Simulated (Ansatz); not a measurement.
CH$_{5}$F$_{2}$NOSi, SMILES `N[Si](O)(F)CF`, one more setting.

```yaml
crystal:
  periodic: [false, false, false]
  atoms:
    - {symbol: N, position_ang: [-0.909217, -1.355349, -0.191520]}
    - {symbol: Si, position_ang: [-0.155039, -0.151750, 0.439301]}
    - {symbol: O, position_ang: [-1.112861, 0.943486, 0.798572]}
    - {symbol: F, position_ang: [0.542974, -0.682646, 1.616393]}
    - {symbol: C, position_ang: [1.045379, 0.539677, -0.597640]}
    - {symbol: F, position_ang: [1.328007, 1.729463, -0.188778]}
    - {symbol: H, position_ang: [-1.672769, -1.246641, -0.702027]}
    - {symbol: H, position_ang: [-0.843533, -2.203132, 0.172692]}
    - {symbol: H, position_ang: [-0.770032, 1.757287, 0.831154]}
    - {symbol: H, position_ang: [0.709291, 0.612284, -1.544684]}
    - {symbol: H, position_ang: [1.898059, 0.004789, -0.614602]}
basis:
  gaussian: {orbitals: def2-TZVPP, fitting: {mean_field: def2-universal-jkfit}}
total_charge: -1
magnetization: {spin_polarized: true, initial_magnetization: 1}
hamiltonian: {xc: {name: HF}}
```

```sh
$ ansatz run in.yaml --threads 4 --pin off --events-out ev --progress --plain --max-ram 10444MiB
```

Output, abridged:

```
Functional definition: HF
601 factors; integrals over basis functions are off by at most 1.6e0 eV
mean field evaluation 1: about -17901.7728 eV, gradient 3.2e1 eV
mean field evaluation 2: about -17905.1096 eV, gradient 1.5e1 eV
mean field evaluation 4: about -17906.0120 eV, gradient 6.7e-1 eV
mean field evaluation 8: about -17906.0246 eV, gradient 4.0e-5 eV
mean field -17906.02457028 eV, -658.0342658185 hartree, gradient 2.6e-5 eV, S^2 0.751499; 0 other end points of the search recorded, 0 dependent functions left out
reference -17906.02457028 eV, -658.0342658185 hartree; 30, 29 occupied and 237, 238 virtual orbitals, 601 factors
Total energy: -17906.02457028 eV, -658.0342658185 hartree
```

It took 11 s on 4 threads of an Intel Xeon Platinum 8488C on a shared host, with 0.51 GiB of host memory at the peak.
